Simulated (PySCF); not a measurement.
## Molecular orbitals of ICl⁺

r²SCAN at R = 2.266 Å; I cc-pVDZ-PP with ECP28, Cl cc-pV(D+d)Z; scalar-relativistic core potentials (PySCF 2.14). State: ²Π (doublet), unpaired electrons π ↑. Only the outer orbitals are listed, counted within each symmetry, core potentials removing the inner ones.

```tsv
spin	orbital	occ.	ε (eV)	on I (%)	main shells (%)
α	7σ	1	-30.20	27	70 Cl s, 23 I s
α	8σ	1	-25.97	72	72 I s, 26 Cl s
α	9σ	1	-18.51	43	53 Cl p, 38 I p
α	4π	1	-17.10	44	56 Cl p, 43 I p
α	4π	1	-16.41	35	65 Cl p, 34 I p
α	5π	1	-14.84	57	57 I p, 43 Cl p
α	5π	1	-13.99	66	66 I p, 34 Cl p
α	10σ	0	-11.25	63	58 I p, 37 Cl p
α	11σ	0	-0.14	86	39 I s, 33 I d, 14 Cl d
α	6π	0	0.58	81	80 I d, 16 Cl d
β	7σ	1	-29.85	25	71 Cl s, 21 I s
β	8σ	1	-25.25	73	73 I s, 24 Cl s
β	9σ	1	-18.27	43	53 Cl p, 37 I p
β	4π	1	-16.24	33	66 Cl p, 32 I p
β	4π	1	-16.17	30	70 Cl p, 28 I p
β	5π	1	-13.72	68	67 I p, 32 Cl p
β	5π	0	-13.42	71	71 I p, 29 Cl p
β	10σ	0	-10.92	63	58 I p, 36 Cl p
β	11σ	0	0.27	84	37 I s, 32 I d, 16 I p
```

Task: Which are the highest filled and the lowest empty level, where do they sit, and how wide is the gap?

Result: Highest filled β 5π at -13.72 eV (in %: 67 I p, 32 Cl p); lowest empty β 5π at -13.42 eV (in %: 71 I p, 29 Cl p); the gap at r²SCAN is 0.30 eV. Both belong to one degenerate shell, split only by its one-sided filling, so this is no excitation gap.

```
bond order (Mayer)                                                                                                 : 1.45
⟨S²⟩                                                                                                               : 0.752
charge on I (Mulliken, basis-dependent)                                                                            : 0.84
charge on I (Löwdin, basis-dependent)                                                                              : 0.84
dipole moment (positive dipole points towards Cl; it is taken about the centre of mass and depends on that origin) : -0.21 D
```

Spin–orbit coupling is left out. The state was picked by a PBE0 search and need not be the measured ground state.
